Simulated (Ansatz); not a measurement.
Gas-phase electronic energies from Ansatz, PBE0-D4/def2-TZVP geometries. CCSD(T)/CBS is the MP2 limit (def2-TZVPP, def2-QZVPP) plus CCSD(T) − MP2 in def2-TZVPP, frozen cores. This one scheme is used for every species. Functionals use def2-TZVPP. One conformer a species, not always the lowest.

Consider the substitution at a C–C bond: `CCCCCCCCC` + H₂S → `CCCCCCCS` + ethane.

```
         level  ΔE (kcal/mol)
        r2SCAN           -1.1
MP2/def2-QZVPP            0.0
  HF/CBS(def2)           -1.4
 MP2/CBS(def2)           -0.2
```

**Question.** What does CCSD(T)/CBS give? (Estimate.)

**Answer.** The calculation gave: +0.3 kcal/mol. The listed levels differ from it by -1.4, -0.3, -1.7, -0.5 kcal/mol.

Largest T1 diagnostic among the species: 0.009.

The D4 term adds +1.5 kcal/mol with B3LYP and +1.0 kcal/mol with PBE0; it sums over pairs of atoms, weighted by their polarisabilities, and B3LYP, whose exchange is more repulsive, gets the larger term. In def2-TZVPP, CCSD(T) changes the Hartree–Fock value by +2.4 kcal/mol (the triples alone add −0.0 kcal/mol) and MP2 by +1.9 kcal/mol.

B3LYP here is the variant with VWN-RPA as its local correlation; programs differ in this.
